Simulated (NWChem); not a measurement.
System meant: C₄H₅Cl; SMILES C1CC(Cl)=C1

NWChem input:

```
start job
memory heap 200 mb stack 900 mb global 1100 mb
geometry units angstroms noautosym nocenter noautoz
  Cl    -0.018115    -1.799432     0.000000
  C     -0.066482    -0.061992     0.000000
  C     -1.064583     0.828408     0.000000
  C     -0.096671     2.003735     0.000000
  C      1.062330     0.940316     0.000000
  H     -2.146203     0.756221     0.000000
  H     -0.125987     2.638993    -0.892738
  H     -0.125987     2.638993     0.892738
  H      1.696244     0.940492    -0.893196
  H      1.696244     0.940492     0.893196
end
basis spherical
  * library 6-31g*
end
dft
  xc xtpss03 ctpss03
  iterations 150
end
property
  shielding 8 1 2 3 4 5 6 7 9
end
task dft property
```

End of the output:

```
 Vector   26  Occ=0.000000D+00  E= 9.255903D-02
              MO Center=  6.4D-01,  1.7D+00,  1.9D-09, r^2= 4.6D+00
   Bfn.  Coefficient  Atom+Function         Bfn.  Coefficient  Atom+Function
  ----- ------------  ---------------      ----- ------------  ---------------
    52      1.713124   4 C  s                66      1.323799   5 C  s
    78     -0.908042   7 H  s                80     -0.908042   8 H  s
    82     -0.834884   9 H  s                84     -0.834884  10 H  s
    24     -0.556486   2 C  s                68     -0.407936   5 C  py
    67      0.402639   5 C  px               40     -0.339710   3 C  py

 center of mass
 --------------
 x =  -0.03470428 y =  -0.22376915 z =   0.00000000

 moments of inertia (a.u.)
 ------------------
         709.484349220193          -3.526124480463           0.000000000000
          -3.526124480463         146.334425409140           0.000000000000
           0.000000000000           0.000000000000         832.860268090738

     Multipole analysis of the density
     ---------------------------------

     L   x y z        total         alpha         beta         nuclear
     -   - - -        -----         -----         ----         -------
     0   0 0 0     -0.000000    -23.000000    -23.000000     46.000000

     1   1 0 0      0.043300      0.310854      0.310854     -0.578407
     1   0 1 0      0.735665      0.757448      0.757448     -0.779230
     1   0 0 1     -0.000000     -0.000000     -0.000000      0.000000

     2   2 0 0    -25.785299    -55.838057    -55.838057     85.890816
     2   1 1 0     -0.037030     -1.842260     -1.842260      3.647489
     2   1 0 1      0.000000      0.000000      0.000000      0.000000
     2   0 2 0    -27.081005   -200.753975   -200.753975    374.426944
     2   0 1 1      0.000000      0.000000      0.000000      0.000000
     2   0 0 2    -27.418754    -19.404440    -19.404440     11.390126

          -----------------------------------------
          Chemical Shielding Tensors (GIAO, in ppm)
          -----------------------------------------

 ------------------------------------------------------------------------
  xtpss03: d2 not coded                    0
 ------------------------------------------------------------------------
 ------------------------------------------------------------------------
  current input line :
    25: task dft property
 ------------------------------------------------------------------------
 ------------------------------------------------------------------------
 This error has not yet been assigned to a category
 ------------------------------------------------------------------------
 For more information see the NWChem manual at https://nwchemgit.github.io

0: xtpss03: d2 not coded:Received an Error in Communication
```

What is wrong, and how is it mended?

The program stopped with an error. Cause: this functional's second derivatives, which shieldings need, aren't coded here; the fix takes a hybrid GGA instead. This input runs:
```
start job
memory heap 200 mb stack 900 mb global 1100 mb
geometry units angstroms noautosym nocenter noautoz
  Cl    -0.018115    -1.799432     0.000000
  C     -0.066482    -0.061992     0.000000
  C     -1.064583     0.828408     0.000000
  C     -0.096671     2.003735     0.000000
  C      1.062330     0.940316     0.000000
  H     -2.146203     0.756221     0.000000
  H     -0.125987     2.638993    -0.892738
  H     -0.125987     2.638993     0.892738
  H      1.696244     0.940492    -0.893196
  H      1.696244     0.940492     0.893196
end
basis spherical
  * library 6-31g*
end
dft
  xc pbe0
  iterations 150
end
property
  shielding 8 1 2 3 4 5 6 7 9
end
task dft property
```
It converges to -615.21957 Ha (PBE0/6-31G* (spherical d), GIAO).
